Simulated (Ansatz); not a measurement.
Reaction (ligand exchange at a B–C bond): `C=CBC[SiH3]` + `C=N` → `C=NBC[SiH3]` + `C=C`

Computed with Ansatz on PBE0-D4/def2-TZVP structures; ΔE is electronic, products minus reactants. CBS: MP2 limit from def2 TZ/QZ plus the TZ coupled-cluster correction, frozen cores. This one scheme is used for every species. DFT in def2-TZVPP. Each species was taken in one conformer, which may not be the lowest.

`C=CBC[SiH3]`:

Cartesian coordinates in Å:
```
C -0.073 -1.539 -1.578
C 1.015 -1.239 -0.863
B 1.171 0.071 -0.048
C 0.099 1.186 0.004
Si -1.029 0.866 1.482
H -0.916 -0.857 -1.645
H -0.177 -2.473 -2.123
H 1.815 -1.978 -0.844
H 2.152 0.204 0.633
H -0.560 1.245 -0.868
H 0.536 2.171 0.193
H -0.239 0.658 2.724
H -1.860 -0.344 1.243
H -1.934 2.028 1.691
```

`C=N`:

Z-matrix (Å, degrees):
```
C
N 1 1.261
H 1 1.096 2 124.9
H 1 1.092 2 118.8 3 -180.0
H 2 1.021 1 111.0 3 -0.0
```

`C=NBC[SiH3]`:

```xyz
13

C    -1.668   -0.757    2.008
N    -1.308   -0.164    0.981
B    -0.905    0.490   -0.142
C     0.089   -0.159   -1.169
Si    1.843    0.416   -0.835
H    -2.577   -1.367    2.030
H    -1.094   -0.695    2.938
H    -1.318    1.608   -0.286
H    -0.159    0.149   -2.189
H     0.085   -1.252   -1.125
H     2.294   -0.046    0.507
H     2.787   -0.125   -1.852
H     1.930    1.901   -0.867
```

`C=C`:

Z-matrix (Å, degrees):
```
C
C 1 1.323
H 1 1.085 2 121.7
H 1 1.085 2 121.7 3 -180.0
H 2 1.085 1 121.7 3 -0.0
H 2 1.085 1 121.7 3 -180.0
```

```
             level  ΔE (eV)
           ωB97M-V    -0.89
    MP2/def2-TZVPP    -0.85
SCS-MP2/def2-TZVPP    -0.83
CCSD(T)/def2-TZVPP    -0.84
```

(1) What does CCSD(T)/CBS give? (An estimate is asked.)

Largest T1 diagnostic among the species: 0.014.

## Answers

(1) Ansatz gave: -0.84 eV. The listed levels differ from it by -0.05, -0.01, 0.01, 0.00 eV.

From PBE to PBE0 (25 % exact exchange), in def2-TZVPP and without D4, ΔE moves by +0.07 eV. The D4 term adds +0.05 eV with B3LYP and +0.03 eV with PBE0; it sums over pairs of atoms, weighted by their polarisabilities, and B3LYP, whose exchange is more repulsive, gets the larger term.

B3LYP here is the variant with VWN-RPA as its local correlation; programs differ in this.
